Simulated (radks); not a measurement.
Values are calculated unless marked as measured or tabulated.
Problem. These are the eigenvalues of the occupied orbitals of an atom or ion with whole-number occupations (eV). Code: a radial shooting solver on a logarithmic mesh with Libxc functionals. Model: Dirac Kohn-Sham, PBE, spin-unpolarised, spherical densities, finite nucleus; Fermi nuclear charge, rms radius of each element as measured or else 0.836 A^(1/3) + 0.57 fm.

| orbital | eigenvalue |
|---|---|
| 1s1/2 | -423.8575 |
| 2s1/2 | -49.1590 |
| 2p1/2 | -37.5305 |
| 2p3/2 | -37.5007 |

Which element is it, and in what charge state? The configuration may be excited. Open shells, if any, are shared by 2j + 1.

Solution. Z = 7, nitrogen, charge +2: N2+ in [He] 2s2 2p1. The list shows which subshells hold electrons but not how many an open one holds; the 1s level, -15.576 hartree, gives Z - s = 5.6 by -(Z - s)^2/2, which with screening and relativity narrows Z to a few neighbours, and the depths of the outer levels then fix element, charge and occupations together.
